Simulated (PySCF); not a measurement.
CH5BOS2. Atoms are numbered in the order given.

```xyz
10

B      0.1163    -0.1369     0.0000
O      1.1800     0.6946     0.0000
C      1.0541     2.0958     0.0000
H      0.5153     2.4490    -0.8952
H      0.5153     2.4490     0.8952
H      2.0628     2.5302     0.0000
S      0.3959    -1.9320     0.0000
H      1.7430    -1.8375     0.0000
S     -1.5815     0.5333     0.0000
H     -2.2118    -0.6591     0.0000
```
Charge 0, spin multiplicity 1.

The structure is a stationary point at PBE0-D3(BJ)/def2-SVP. The structure was generated by enumeration, and PubChem lists no compound with its InChIKey, so it may never have been made. One conformer was computed; it need not be the lowest.

These are PySCF with TDDFT-CAM-B3LYP/def2-SVPD values and carry that method's errors.

Vertical excitations. Isolated molecule, no solvent. State labels are in the subgroup Cs.

Computed UV-visible absorptions:
| state | symmetry | energy (eV) | λ (nm) | f | main pairs |
|---|---|---|---|---|---|
| S1 | A" | 6.00 | 207 | 0.000 | HOMO→LUMO 63 %, HOMO→LUMO+2 10 % |
| S2 | A" | 6.53 | 190 | 0.018 | HOMO→LUMO+2 30 %, HOMO−1→LUMO 25 %, HOMO→LUMO+5 12 %, HOMO→LUMO+10 7 % |
| S3 | A' | 6.56 | 189 | 0.208 | HOMO→LUMO+1 95 % |
| S4 | A" | 6.82 | 182 | 0.000 | HOMO→LUMO+4 23 %, HOMO→LUMO 23 %, HOMO→LUMO+2 22 %, HOMO→LUMO+5 9 % |
| S5 | A" | 7.31 | 170 | 0.101 | HOMO−1→LUMO 19 %, HOMO−1→LUMO+2 14 %, HOMO−1→LUMO+4 12 %, HOMO→LUMO+5 11 % |
| S6 | A' | 7.35 | 169 | 0.117 | HOMO−1→LUMO+1 92 % |
| S7 | A" | 7.39 | 168 | 0.004 | HOMO→LUMO+5 25 %, HOMO−2→LUMO+1 18 %, HOMO−1→LUMO 18 %, HOMO→LUMO+2 13 % |
| S8 | A" | 7.52 | 165 | 0.004 | HOMO−2→LUMO+1 72 % |
| S9 | A" | 7.75 | 160 | 0.001 | HOMO→LUMO+3 55 %, HOMO→LUMO+4 19 % |
| S10 | A' | 7.86 | 158 | 0.017 | HOMO−2→LUMO 84 % |
| T1 | A" | 5.64 | 220 | 0 | HOMO→LUMO 51 %, HOMO→LUMO+2 11 %, HOMO→LUMO+4 11 % |
| T2 | A' | 5.72 | 217 | 0 | HOMO→LUMO+1 95 % |
| T3 | A" | 6.08 | 204 | 0 | HOMO−1→LUMO 23 %, HOMO→LUMO+2 20 %, HOMO→LUMO+5 16 %, HOMO→LUMO+10 9 % |
| T4 | A' | 6.34 | 196 | 0 | HOMO−1→LUMO+1 95 % |
Triplets are in the Tamm–Dancoff approximation, which puts them higher than full response would, so one can lie above its singlet here.
